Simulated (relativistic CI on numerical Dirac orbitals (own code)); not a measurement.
# What each ingredient does to the levels of Fe¹⁰⁺

Base calculation: Dirac-Coulomb-Breit CI, orbitals from a KLI potential per configuration, model QED (radiative potential, 1s self-energy scaled to tabulated hydrogen-like ionisation energies), unscaled Slater integrals.

Configuration list (outside the closed core [Ne]): 3s2.3p4, 3s.3p5, 3p6, 3s2.3p3.3d, 3s.3p4.3d, 3p5.3d, 3s.3p3.3d2, 3s2.3p3.4s, 3s2.3p3.4p, 3s2.3p2.3d.4p, 3p5.4s, 3p5.4p, 3s2.3p3.4d, 3s.3p3.3d.4s, 3s.3p4.4s, 3s2.3p3.4f, 3s.3p4.4p, 3s2.3p3.5s, 3s.3p4.4d, 3p4.3d.4p, 3s2.3p3.5p, 3s2.3p2.4s.4p, 3s2.3p3.5d, 3s.3p4.4f, 3s2.3p3.5f, 3s2.3p3.5g, 3s2.3p3.6s, 3s.3p3.4s2, 3s2.3p3.6p, 3s2.3p2.3d2, 3s2.3p.3d3, 3s.3p2.3d3, 3s2.3p.3d2.4s, 3s2.3p.3d2.4p, 3s2.3p.3d2.4d, 3p4.3d2, 3p3.3d3, 3p3.3d2.4s, 3p3.3d2.4p, 3p3.3d2.4d, 3s2.3p2.3d.4s, 3s.3p2.3d2.4s, 3s2.3p.3d.4s2, 3s2.3p.3d.4s.4p, 3s2.3p.3d.4s.4d, 3p4.3d.4s, 3p3.3d.4s2, 3p3.3d.4s.4p, 3p3.3d.4s.4d, 3s2.3p2.4s2, 3s.3p2.3d.4s2, 3s2.3p.4s2.4p, 3s2.3p.4s2.4d, 3s2.3p2.4p2, 3s2.3p.3d.4p2, 3s.3p2.3d.4p2, 3s2.3p.4s.4p2, 3s2.3p.4p3, 3s2.3p.4p2.4d. Double excitations out of closed p, d and f shells are left out; levels of such configurations are missing from the list, as are those of other unlisted configurations, and high levels can miss mixing partners. These lack a partner that the ground configuration has and come out too high: 3s2.3p3.4f, 3s.3p4.4p, 3s2.3p3.5s, 3s.3p4.4d, 3s2.3p3.5p.

Variants: (1) valence Slater integrals scaled by 0.9; (2) Breit term removed; (3) non-relativistic limit. Shifts of the energy above 3s2.3p4 3P_2, in cm⁻¹, for the lowest level and the first level of each name with at least 55 % of one term (blank where a level changes its place among those of its configuration and J or its character, or is not in the variant):

```tsv
Level	Base	Δ(1)	Δ(2)	Δ(3)
3s2.3p4 3P_2	0	0	0	0
3s2.3p4 3P_1	12535	+157	+317	-12535
3s2.3p4 3P_0	14376	-204	+265	-14376
3s2.3p4 1D_2	39314	-2549	+319	-8692
3s2.3p4 1S_0	83657	-5530	+367	-11323
3s.3p5 3P°_2	282342	+7319	+106	-16193
3s.3p5 3P°_1	291942	+7317	+324	-25792
3s.3p5 3P°_0	297872	+7413	+444	-31722
3s.3p5 1P°_1	365251	+2082	+457	-20403
3s2.3p3.3d 5D°_0	387702	+5895	+649	-12571
3s2.3p3.3d 5D°_1	387884	+5902	+694	-12753
3s2.3p3.3d 5D°_2	388107	+5879	+764	-12977
3s2.3p3.3d 5D°_3	388444	+5839	+861	-13314
3s2.3p3.3d 5D°_4	389347	+5847	+995	-14216
```

At this charge energies of transitions that change n are usually good to better than 1 %, and those within a shell (Δn = 0) to a few per cent.

Ionisation energy from the two ground configurations alone: base 289.198 eV; valence Slater integrals scaled by 0.9 289.611 eV; Breit term removed 289.315 eV. The NIST ASD value (semi-empirical) is 290.9 eV.

LS names give the leading component of a level, which can be under half, so a name can repeat, a term be missing and a line seem to break the LS rules.
